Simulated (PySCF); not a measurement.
ammonia borane (BH₆N), SMILES [BH3-][NH3+].

The structure is a stationary point at B3LYP-D3(BJ)/def2-TZVP.

Two levels are set side by side: PBE/def2-TZVPD (PySCF) and M06-2X/def2-TZVPD (PySCF). Same geometry, gas phase. Differences are taken from unrounded values.

```tsv
quantity	M06-2X	PBE	PBE minus M06-2X
orbital gap (eV)	8.80	5.23	-3.57
highest occupied level (eV)	-9.12	-6.46	2.66
lowest empty level (eV)	-0.32	-1.23	-0.91
dipole moment (D)	5.23	5.25	0.02
mean polarisability (bohr³)	31.3	33.4	2.1
```

PBE's occupied levels lie high since its potential decays too fast outside the molecule; exact exchange lowers them and widens the gap. PBE's more diffuse valence density responds more strongly to a field. Differences between two approximate levels are no errors against the true value.

Rough cost on one machine, each run with all the roots and properties that it gave: M06-2X against PBE about 4 times.
